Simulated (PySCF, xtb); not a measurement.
C4H6OSe, SMILES C1OC([C@@H]1[SeH])=C. Other conformers were not sampled.

Harmonic wavenumbers (cm⁻¹) from GFN2-xTB in xtb at its own minimum, in rising order: 111, 127, 139, 258, 352, 422, 596, 691, 711, 728, 834, 915, 946, 974, 1034, 1072, 1107, 1114, 1156, 1196, 1262, 1368, 1461, 1765, 2021, 2948, 2959, 2967, 3128, 3167.

Q: What does PBE0-D3(BJ)/def2-SVP in PySCF 2.14.0 give at its own minimum? (An estimate is asked for; the answer gives what the named calculation found.)

A: 100, 136, 200, 280, 389, 470, 650, 713, 744, 804, 823, 910, 971, 998, 1053, 1086, 1165, 1175, 1223, 1246, 1370, 1387, 1491, 1794, 2442, 3077, 3139, 3153, 3195, 3307. Paired by order, the mean absolute difference is 67 cm⁻¹ and the zero-point energies are 53.7 and 56.5 kcal/mol.
